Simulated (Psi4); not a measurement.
BFO, triplet, at a GFN2-xTB geometry (a higher spin typed on purpose: for a closed-shell molecule this is an excited state). Base run: B3LYP/def2-SVP in Psi4 1.11.

The Psi4 input:
```
memory 2 GB

molecule {
0 3
  F    -0.99621526    0.24724638    0.11745443
  B     0.04267924   -0.54682470   -0.35213529
  O     1.09406763    0.06361327    0.08794831
}

set basis def2-svp
set reference uks

energy('b3lyp')
print_variables()
```

Each row names what was changed in the base input (with any setting that the change needs).

```tsv
change	ΔE vs base (mEh)	SCF cycles	grid points	basis functions
base	0.000	11	65598	42
dft_radial_points = 35	-0.023	11	31286	42
diis_max_vecs = 15	0.000	11	65598	42
dft_nuclear_scheme = stratmann	0.034	11	61554	42
level_shift = 1.0	0.000	11	65598	42
basis_guess = sto-3g	0.000	10	65598	42
scf_type = out_of_core	-0.003	11	65598	42
level_shift = 0.3	0.000	10	65598	42
guess = modhuckel	0.000	11	65598	42
dft_spherical_points = 974	0.030	11	211356	42
basis_guess = true	0.000	1	65598	42
scf_type = dfdirj+cosx	-0.033	12	65598	42
guess = core	0.000	13	65598	42
```

Open shells are given as the SCF converged; they aren't shown to be the lowest states, and a large step between rows can be another state.
